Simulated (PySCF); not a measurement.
## Frontier orbitals and the lowest excitations

C₄H₉N₃SSi.
Geometry (PBE0-D3(BJ)/def2-SVP, Å), atoms numbered from 1 in this order:
```xyz
18
C4H9N3SSi angstrom
C     -2.8849   -1.1924    0.2454
S     -2.3276    0.5136    0.4181
C     -0.6215    0.2982    0.1264
N     -0.0405   -0.8575   -0.1469
N      1.2485   -0.5451   -0.3026
Si     2.5340   -1.7499   -0.5997
N      1.5276    0.7417   -0.1362
C      0.3698    1.3206    0.1351
C      0.2073    2.7748    0.3857
H     -3.9715   -1.1791    0.4029
H     -2.6557   -1.5744   -0.7583
H     -2.4054   -1.8355    0.9955
H      3.4112   -1.2234   -1.6778
H      1.8388   -2.9967   -1.0062
H      3.3181   -1.9551    0.6494
H      1.1832    3.2747    0.3436
H     -0.4569    3.2336   -0.3640
H     -0.2424    2.9571    1.3744
```

Computed with TDDFT PBE0/def2-SVPD, vertical, gas phase, core orbitals frozen in the response in PySCF 2.14.0, density-fitted response routines.

Kohn–Sham orbitals with the atoms that hold most of them (Löwdin shares over 4%, at most four atoms; ? is withheld):

```json
{"orbital": "LUMO+2", "ε (eV)": "0.35", "atoms": "S2 41%, C1 14%, Si6 11%, C3 6%"}
{"orbital": "LUMO+1", "ε (eV)": "0.21", "atoms": "Si6 46%, H15 12%, H13 12%, H14 11%"}
{"orbital": "LUMO", "ε (eV)": "?", "atoms": "?"}
{"orbital": "HOMO", "ε (eV)": "-6.29", "atoms": "S2 46%, N5 12%, C3 11%, C8 8%"}
{"orbital": "HOMO-1", "ε (eV)": "-7.98", "atoms": "?"}
{"orbital": "HOMO-2", "ε (eV)": "-8.46", "atoms": "N7 42%, N4 36%, C8 5%, N5 5%"}
{"orbital": "HOMO-3", "ε (eV)": "-8.97", "atoms": "C3 23%, N7 17%, S2 16%, N4 14%"}
```

Q: Give the leading atoms of the LUMO.

A: N7 (bonded to C and N) 23%; N4 (bonded to C and N) 22%; N5 (bonded to 2 N and Si) 16%; C8 (bonded to 2 C and N) 11%. By element: nitrogen 61%, carbon 11% or more.

Q: Give the leading atoms of the HOMO-1.

A: N7 (bonded to C and N) 20%; C8 (bonded to 2 C and N) 18%; N4 (bonded to C and N) 17%; N5 (bonded to 2 N and Si) 15%. By element: nitrogen 52%, carbon 18% or more.

Q: What is the LUMO energy, and the HOMO–LUMO gap?

A: ε(LUMO) = -0.38 eV; the gap is 5.91 eV (0.2171 hartree).

Q: The HOMO–LUMO gap is 5.91 eV. Where does the response calculation put the lowest singlet, and from which orbitals?

A: S1 is at 5.09 eV (f = 0.181), 0.82 eV below the gap, made of HOMO→LUMO (97%). Without the coupling terms of the response equations the lowest excitation would equal the gap.

Q: Give energy, strength and leading configuration of S1, S3 and S5, and follow the Löwdin shares of the leading atoms from the occupied to the empty orbital.

A: 
- S1 (5.09 eV, f 0.181), HOMO→LUMO (97%): S2 46% → at most 11%, N5 12% → 16%, N7 at most 8% → 23%, N4 at most 8% → 22%
- S3 (5.61 eV, f 0.0004), HOMO→LUMO+1 (90%): S2 46% → at most 12%, N5 12% → at most 12%, Si6 at most 8% → 46%, H15 at most 8% → 12%
- S5 (6.24 eV, f 0.0001), HOMO-2→LUMO (98%): N7 42% → 23%, N4 36% → 22%

One conformer stands for the species.
